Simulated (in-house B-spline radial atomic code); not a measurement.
Configurations of neutral germanium, with energies counted from [Ar] 3d10 4s2 4p2. Computed with a radial B-spline atomic code at the basis-set limit: non-relativistic B3LYP, spin-polarised, spherical fractional occupations, exact exchange averaged over the configuration, point nucleus. Shells without spins written out take the highest spin.

Occupations are held fixed; configurations that lie above the ionisation limit could autoionise.

| configuration | E - E(ref) (eV) | highest orbital | its <r> (bohr) |
| --- | --- | --- | --- |
| [Ar] 3d10 4s1 4p2 5d1 | 13.235 | 5d up | 15.28 |
| [Ar] 3d9 4s2 4p2 5s1 | 35.33 | 5s up | 6.232 |
| [Ar] 3d9 4s2 4p2 4d1 | 36.869 | 4d up | 7.519 |
| [Ne] 3s2 3p5 3d10 4s2 4p2 5f1 | 124.99 | 5f up | 28.36 |

Problem. Order these further configurations by energy, lowest first.
A. [Ar] 3d10 4s1 4p2 5s1
B. [Ar] 3d10 4s2 4p1 4f1
C. [Ar] 3d10 4s2 4p1 5s1
D. [Ar] 3d9 4s2 4p2 5f1
E. [Ne] 3s2 3p5 3d10 4s2 4p2 4d1

Solution. C (4.6147 eV), B (6.9765 eV), A (11.063 eV), D (38.171 eV), E (123.69 eV).
